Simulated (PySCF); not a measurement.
SMILES CC(C)c1cccc(C=O)c1 (C10H12O) (GFN2-xTB optimised geometry):

```
23

C     -2.457    -1.927     1.312
C     -1.661    -1.788     0.012
C     -2.583    -1.896    -1.205
C     -0.895    -0.488     0.000
C     -1.554     0.739     0.000
C     -0.849     1.931    -0.002
C      0.533     1.922    -0.002
C      1.212     0.705     0.000
C      2.678     0.670     0.004
O      3.354    -0.328     0.005
C      0.490    -0.488     0.000
H     -3.207    -1.144     1.392
H     -2.960    -2.890     1.343
H     -1.793    -1.856     2.171
H     -0.937    -2.608    -0.035
H     -3.068    -2.869    -1.220
H     -3.354    -1.131    -1.179
H     -2.013    -1.780    -2.124
H     -2.634     0.768     0.002
H     -1.383     2.869    -0.004
H      1.089     2.848    -0.003
H      3.147     1.675     0.007
H      1.043    -1.417     0.001
```

Calculation: B3LYP/def2-SVP (PySCF 2.14.0).

**Question.** What are the frontier orbital energies and the dipole moment?

**Answer.** HOMO-2 -7.32 eV, HOMO-1 -7.16 eV, HOMO -7.01 eV, LUMO -1.82 eV, LUMO+1 -0.44 eV; dipole moment 3.26 D.

Meta-Löwdin charges at B3LYP/def2-SVP: C1 -0.28, C2 -0.04, C3 -0.28, C4 0.02, C5 -0.10, C6 -0.10, C7 -0.10, C8 -0.04, C9 0.26, O10 -0.38, C11 -0.09, H12 0.09, H13 0.09, H14 0.10, H15 0.09, H16 0.09, H17 0.09, H18 0.10, H19 0.10, H20 0.10, H21 0.10, H22 0.05, H23 0.11.
